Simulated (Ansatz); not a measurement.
`[SiH3]C[SiH2]P` → `C[SiH2]P` + `[SiH2]` at 700 K and 1 bar (silylene formation by 1,1-elimination).

Program: Ansatz. Geometries: PBE0-D4/def2-TZVP. ΔE: electronic, gas phase. CBS: MP2 limit from def2 TZ/QZ plus the TZ coupled-cluster correction, frozen cores. This one scheme is used for every species. Each species was taken in one conformer, which may not be the lowest.

```json
{"species": "`[SiH3]C[SiH2]P`", "CCSD(T)/CBS energy (Eh)": "-962.56862", "H − E (kJ/mol)": "323.3", "S (J/(mol·K))": "523.6"}
{"species": "`C[SiH2]P`", "CCSD(T)/CBS energy (Eh)": "-672.28696", "H − E (kJ/mol)": "257.6", "S (J/(mol·K))": "425.1"}
{"species": "`[SiH2]`", "CCSD(T)/CBS energy (Eh)": "-290.19011", "H − E (kJ/mol)": "56.3", "S (J/(mol·K))": "240.4"}
```

H − E and S are ideal-gas, rigid-rotor, harmonic terms from PBE0-D4/def2-TZVP, for one conformer and one mirror image of each species. 1 Eh = 2625.50 kJ/mol, R = 8.31446 J/(mol·K).

By hand: ΔE, ΔH, ΔS and ΔG.

ΔE = (-672.28696) + (-290.19011) − (-962.56862) = 0.09155 Eh = 240.4 kJ/mol. Δ(H − E) = 257.6 + 56.3 − 323.3 = -9.4, so ΔH = 231.0 kJ/mol. ΔS = 425.1 + 240.4 − 523.6 = 141.9 J/(mol·K). ΔG = 231.0 − 700 × (141.9)/1000 = 131.7 kJ/mol.

By hand: the equilibrium constant, and the temperature at which ΔG would vanish if ΔH and ΔS stayed fixed.

log₁₀ K = −ΔG/(RT ln 10) = -9.8. ΔG = 0 at ΔH/ΔS = 1628 K.

The number of gas molecules changes by +1, which sets the sign of ΔS. A doubt of 5 kJ/mol in ΔE shifts log₁₀ K by 0.4 here. Other conformers and mirror images would add mixing entropy, several J/(mol·K) or more a flexible species. Modes under 60 cm⁻¹, often nearly free rotors, make the harmonic entropy too high. These are equilibria of isolated gas molecules and say nothing of rates. Largest T1 diagnostic: 0.014 (customary marks: 0.02 for closed shells, 0.045 for open ones).
